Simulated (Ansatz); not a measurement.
Calculated with Ansatz (gas phase, PBE0-D4/def2-TZVP geometries, no zero-point term in ΔE). CCSD(T)/CBS adds triple-zeta CCSD(T) − MP2 to the extrapolated MP2 energy (def2 sets, frozen cores). This one scheme is used for every species. DFT in def2-TZVPP. One conformer a species, not always the lowest.

`[OH][AlH][C]#CS` + H₂ → `C#[C][AlH][OH]` + H₂S  (hydrogenolysis of a C–S bond)

| level | ΔE (kJ/mol) |
| --- | --- |
| PBE0-D4 | -43.5 |
| CAM-B3LYP-D4 | -54.6 |
| r2SCAN | -40.6 |
| BHLYP | -61.9 |

Question: What does CCSD(T)/CBS give? (Best estimate.)

Answer: The calculation gave: -55.7 kJ/mol. The listed levels differ from it by 12.2, 1.1, 15.1, -6.2 kJ/mol.

Largest T1 diagnostic among the species: 0.014.

From BLYP to BHLYP (50 % exact exchange), in def2-TZVPP and without D4, ΔE moves by −14.9 kJ/mol. At CCSD(T), def2-SVP lies −4.0 kJ/mol from the extrapolated value and def2-TZVPP −1.2 kJ/mol. The D4 term adds +6.8 kJ/mol with B3LYP and +3.7 kJ/mol with PBE0; it sums over pairs of atoms, weighted by their polarisabilities, and B3LYP, whose exchange is more repulsive, gets the larger term.

B3LYP here is the variant with VWN-RPA as its local correlation; programs differ in this.
